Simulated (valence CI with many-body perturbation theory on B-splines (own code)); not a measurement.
Sm56+: electric-dipole lines

Method: relativistic CI+MBPT: four valence electrons over a frozen Dirac-Fock core [He], radial functions for each j: 11 s, 11 p, 10 d, 8 f, 5 g, 2 h, with the one-electron correlation potential Σ1 (screened to all orders), the two-electron term Σ2, the three-electron term Σ3, Breit, model QED; selected single and double excitations, second order for the rest, scaled by the run's own slope (own B-spline code, finite nucleus).

The last digits are not significant, and no measured levels were compared; by estimate large intervals hold to a few tenths of a per cent, small ones and those within an open d or f shell to about a per cent. Among the levels kept, up to 900 cm⁻¹ of a level comes from second order outside the variational space, and about a tenth of that is noise between levels of different J, which matters for small intervals.

Lines 1 to 50 of 552 in falling wavelength, among levels below 662.65 Ry, chosen from the strongest by gf and those to the six lowest levels. Wavelengths and rates use the calculated energies. Electric multipoles are in the length gauge with retardation, E1 and E2 with the static RPA response of the core. Weak lines are less certain than strong ones. Lines between different terms over intervals too small for the method are left out, as are lines whose strength nearly cancels. The highest levels of a list are the least certain.

Levels are named by their leading jj configuration (3d3/2^4 stands for four electrons in 3d with j = 3/2), which in mixed levels can hold well under half, so a name can repeat and another be missing. Letters in brackets count levels of one name in rising energy.

```
λ vac (nm)                           Upper                           Lower   A (s⁻¹)  S (a.u.)
     14.21      (2s 2p3/2^2 3p1/2) J=2 [a]             (2s 2p3/2^2 3s) J=3  7.71e+09  5.46e-02
     13.72          (2s 2p3/2^2 3p1/2) J=3             (2s 2p3/2^2 3s) J=3  5.18e+09  4.62e-02
     11.95  (2s 2p1/2 2p3/2 3p1/2) J=2 [b]         (2s 2p1/2 2p3/2 3s) J=3  1.12e+10  4.73e-02
     11.20  (2s 2p1/2 2p3/2 3d5/2) J=3 [c]  (2s 2p1/2 2p3/2 3p3/2) J=2 [c]  1.14e+10  5.51e-02
     11.09  (2s 2p1/2 2p3/2 3d5/2) J=2 [c]  (2s 2p1/2 2p3/2 3p3/2) J=1 [c]  1.16e+10  3.91e-02
     11.07      (2s 2p3/2^2 3d5/2) J=3 [c]      (2s 2p3/2^2 3p3/2) J=2 [c]  1.44e+10  6.75e-02
     11.03      (2s 2p1/2 2p3/2 3d5/2) J=5      (2s 2p1/2 2p3/2 3p3/2) J=4  1.86e+10  1.36e-01
     11.02          (2s^2 2p3/2 3d5/2) J=3          (2s^2 2p3/2 3p3/2) J=2  1.01e+10  4.66e-02
     10.97  (2s 2p1/2 2p3/2 3d5/2) J=2 [d]  (2s 2p1/2 2p3/2 3p3/2) J=1 [d]  1.19e+10  3.86e-02
     10.95          (2s 2p3/2^2 3d5/2) J=5          (2s 2p3/2^2 3p3/2) J=4  1.81e+10  1.29e-01
     10.93      (2s 2p3/2^2 3d5/2) J=4 [b]      (2s 2p3/2^2 3p3/2) J=3 [b]  1.44e+10  8.38e-02
     10.93          (2s^2 2p1/2 3d5/2) J=2          (2s^2 2p1/2 3p3/2) J=1  1.32e+10  4.24e-02
     10.92       (2p1/2^2 2p3/2 3d5/2) J=4       (2p1/2^2 2p3/2 3p3/2) J=3  2.06e+10  1.19e-01
     10.92  (2s 2p1/2 2p3/2 3d5/2) J=4 [a]  (2s 2p1/2 2p3/2 3p3/2) J=3 [a]  1.39e+10  8.06e-02
     10.90          (2s^2 2p3/2 3d5/2) J=4          (2s^2 2p3/2 3p3/2) J=3  1.52e+10  8.72e-02
     10.89          (2s 2p1/2^2 3d5/2) J=3          (2s 2p1/2^2 3p3/2) J=2  1.94e+10  8.68e-02
     10.87       (2p1/2 2p3/2^2 3d5/2) J=3   (2p1/2 2p3/2^2 3p3/2) J=2 [a]  1.51e+10  6.73e-02
     10.86       (2p1/2 2p3/2^2 3d5/2) J=4   (2p1/2 2p3/2^2 3p3/2) J=3 [a]  1.98e+10  1.13e-01
     10.83       (2p1/2^2 2p3/2 3d5/2) J=3       (2p1/2^2 2p3/2 3p3/2) J=2  1.75e+10  7.69e-02
     10.70  (2s 2p1/2 2p3/2 3d5/2) J=3 [d]  (2s 2p1/2 2p3/2 3p3/2) J=2 [d]  1.48e+10  6.26e-02
     10.63      (2s 2p3/2^2 3d5/2) J=3 [b]      (2s 2p3/2^2 3p3/2) J=2 [b]  1.72e+10  7.14e-02
     10.56  (2s 2p1/2 2p3/2 3d5/2) J=4 [b]  (2s 2p1/2 2p3/2 3p3/2) J=3 [b]  1.69e+10  8.86e-02
     10.52  (2s 2p1/2 2p3/2 3d5/2) J=4 [c]  (2s 2p1/2 2p3/2 3p3/2) J=3 [c]  2.06e+10  1.06e-01
     10.41      (2s 2p3/2^2 3d5/2) J=4 [a]      (2s 2p3/2^2 3p3/2) J=3 [a]  1.49e+10  7.48e-02
     10.31          (2s^2 2p1/2 3d5/2) J=3          (2s^2 2p1/2 3p3/2) J=2  2.12e+10  8.01e-02
     10.21  (2s 2p1/2 2p3/2 3d5/2) J=3 [a]  (2s 2p1/2 2p3/2 3p3/2) J=2 [a]  1.75e+10  6.44e-02
     10.05       (2p1/2^2 2p3/2 3d5/2) J=2       (2p1/2^2 2p3/2 3p3/2) J=1  1.56e+10  3.91e-02
     9.927          (2s 2p1/2^2 3d5/2) J=2          (2s 2p1/2^2 3p3/2) J=1  2.32e+10  5.60e-02
     9.282  (2s 2p1/2 2p3/2 3d5/2) J=3 [b]  (2s 2p1/2 2p3/2 3p3/2) J=2 [b]  1.20e+10  3.32e-02
     7.156      (2s 2p1/2 2p3/2^2) J=2 [a]              (2s^2 2p3/2^2) J=2  1.36e+09  1.23e-03
     6.843      (2s 2p1/2 2p3/2 3p3/2) J=4          (2s^2 2p3/2 3p3/2) J=3  2.58e+10  3.67e-02
     6.541       (2p1/2 2p3/2^2 3p3/2) J=4      (2s 2p3/2^2 3p3/2) J=3 [b]  4.36e+10  5.42e-02
     6.058          (2s 2p1/2^2 3p3/2) J=2          (2s^2 2p1/2 3p3/2) J=1  4.22e+10  2.31e-02
     5.867          (2s 2p1/2^2 2p3/2) J=2          (2s^2 2p1/2 2p3/2) J=2  8.23e+09  4.10e-03
     5.823          (2s 2p1/2 2p3/2^2) J=3              (2s^2 2p3/2^2) J=2  1.11e+10  7.56e-03
     5.802       (2p1/2^2 2p3/2 3p3/2) J=3  (2s 2p1/2 2p3/2 3p3/2) J=2 [c]  7.00e+10  4.72e-02
     5.575       (2p1/2^2 2p3/2 3p3/2) J=2  (2s 2p1/2 2p3/2 3p3/2) J=1 [c]  4.73e+10  2.02e-02
     5.426          (2s 2p1/2^2 2p3/2) J=2          (2s^2 2p1/2 2p3/2) J=1  1.25e+10  4.92e-03
     5.363   (2p1/2 2p3/2^2 3p3/2) J=2 [c]      (2s 2p3/2^2 3p3/2) J=1 [b]  9.19e+10  3.50e-02
     5.362   (2p1/2 2p3/2^2 3p3/2) J=3 [b]      (2s 2p3/2^2 3p3/2) J=2 [a]  6.49e+10  3.45e-02
     5.322   (2p1/2 2p3/2^2 3p3/2) J=2 [a]      (2p1/2 2p3/2^2 3s) J=1 [a]  5.76e+10  2.14e-02
     5.283      (2s 2p3/2^2 3p3/2) J=3 [a]         (2s 2p3/2^2 3s) J=2 [a]  7.39e+10  3.76e-02
     5.272  (2s 2p1/2 2p3/2 3d3/2) J=3 [b]  (2s 2p1/2 2p3/2 3p1/2) J=2 [b]  5.82e+10  2.95e-02
     5.264  (2s 2p1/2 2p3/2 3d3/2) J=2 [b]  (2s 2p1/2 2p3/2 3p1/2) J=2 [b]  5.19e+10  1.87e-02
     5.250   (2p1/2 2p3/2^2 3p3/2) J=2 [a]      (2p1/2 2p3/2^2 3s) J=2 [b]  4.94e+10  1.76e-02
     5.248   (2p1/2 2p3/2^2 3d3/2) J=3 [b]   (2p1/2 2p3/2^2 3p1/2) J=2 [b]  7.42e+10  3.71e-02
     5.232       (2p1/2^2 2p3/2 3p3/2) J=1          (2p1/2^2 2p3/2 3s) J=1  1.73e+11  3.66e-02
     5.214   (2p1/2 2p3/2^2 3d3/2) J=2 [b]   (2p1/2 2p3/2^2 3p1/2) J=2 [b]  9.83e+10  3.44e-02
     5.146   (2p1/2 2p3/2^2 3d3/2) J=2 [a]      (2s 2p3/2^2 3d3/2) J=2 [a]  6.96e+10  2.34e-02
     5.109  (2s 2p1/2 2p3/2 3p3/2) J=2 [b]     (2s 2p1/2 2p3/2 3s) J=2 [b]  1.13e+11  3.71e-02
```
